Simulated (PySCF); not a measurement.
Compound: CH₇GePS.
Bonds: C1–S2, S2–Ge3, Ge3–P4. Hydrogens: H5, H6, H7 on C1; H8, H9 on Ge3; H10, H11 on P4.

Computed with PySCF at B3LYP/def2-SVPD, non-relativistic, on one gas-phase PBE0-D3(BJ)/def2-SVP geometry that isn't relaxed in the solvent. The solvent is an IEF-PCM continuum (van der Waals radii × 1.2), and excitations are vertical TDDFT with non-equilibrium linear response and a frozen core. Specific hydrogen bonds and non-electrostatic terms are outside this model. Spin–orbit coupling is left out although an atom past zinc is present.

Gas-phase singlets (H = HOMO, L = LUMO):

| state | E (eV) | λ (nm) | f | leading configurations |
| --- | --- | --- | --- | --- |
| S1 | 5.012 | 247 | 0.005 | H→L 77%, H→L+1 20% |
| S2 | 5.315 | 233 | 0.001 | H→L+1 78%, H→L 21% |
| S3 | 5.569 | 223 | 0.006 | H→L+2 95% |
| S4 | 5.910 | 210 | 0.003 | H→L+3 94% |
| S5 | 6.097 | 203 | 0.008 | H-1→L 86%, H-1→L+1 11% |

Problem. How does the list change in benzene (ε = 2.271)?

Solution. 
```json
{"state": "S1", "E (eV)": "5.061", "λ (nm)": "245", "f": "0.008", "leading configurations": "H→L 79%, H→L+1 18%", "change by rank (eV)": "+0.049"}
{"state": "S2", "E (eV)": "5.397", "λ (nm)": "230", "f": "0.001", "leading configurations": "H→L+1 80%, H→L 19%", "change by rank (eV)": "+0.082"}
{"state": "S3", "E (eV)": "5.625", "λ (nm)": "220", "f": "0.011", "leading configurations": "H→L+2 96%", "change by rank (eV)": "+0.056"}
{"state": "S4", "E (eV)": "5.981", "λ (nm)": "207", "f": "0.004", "leading configurations": "H→L+3 94%", "change by rank (eV)": "+0.071"}
{"state": "S5", "E (eV)": "6.083", "λ (nm)": "204", "f": "0.022", "leading configurations": "H-1→L 92%", "change by rank (eV)": "-0.014"}
```

Problem. How do the frontier levels move from gas to benzene?

Solution. 
| orbital | gas (eV) | solvent (eV) | change (eV) | Löwdin shares, gas | Löwdin shares, solvent |
| --- | --- | --- | --- | --- | --- |
| LUMO+2 | -0.05 | 0.03 | +0.08 | P4 28 %, S2 24 %, H10 15 %, Ge3 14 % | S2 28 %, P4 26 %, H10 14 %, Ge3 14 % |
| LUMO+1 | -0.36 | -0.26 | +0.10 | Ge3 23 %, P4 21 %, S2 19 %, C1 9 % | Ge3 24 %, P4 22 %, S2 19 %, C1 9 % |
| LUMO | -0.55 | -0.47 | +0.08 | Ge3 26 %, S2 20 %, P4 19 %, H9 13 % | Ge3 26 %, S2 22 %, P4 18 %, H9 13 % |
| HOMO | -6.58 | -6.58 | 0.00 | S2 72 %, C1 11 %, Ge3 9 % | S2 71 %, C1 11 %, Ge3 9 % |
| HOMO-1 | -7.47 | -7.39 | +0.08 | P4 63 %, Ge3 16 %, H11 7 %, H10 7 % | P4 63 %, Ge3 16 %, H11 7 %, H10 6 % |
| HOMO-2 | -8.25 | -8.21 | +0.04 | S2 55 %, Ge3 18 %, C1 10 % | S2 54 %, Ge3 18 %, C1 11 %, P4 4 % |
| HOMO-3 | -8.91 | -8.82 | +0.09 | P4 33 %, Ge3 22 %, H8 13 %, S2 10 % | P4 33 %, Ge3 22 %, H8 13 %, S2 10 % |

The HOMO–LUMO gap goes from 6.04 to 6.11 eV.

Hardware: one thread of an Arm Neoverse V2 (shared host). Cost: 13 s wall, 0.79 GiB resident at most. This is the whole response run at B3LYP/def2-SVPD in benzene, SCF included.

Shape of the structure used: `[CH3:1][S:2][GeH2:3][PH2:4]`: C1–S2–Ge3–P4 -179°, H–P4–Ge3–S2 -170°, H–P4–Ge3–S2 -76°.
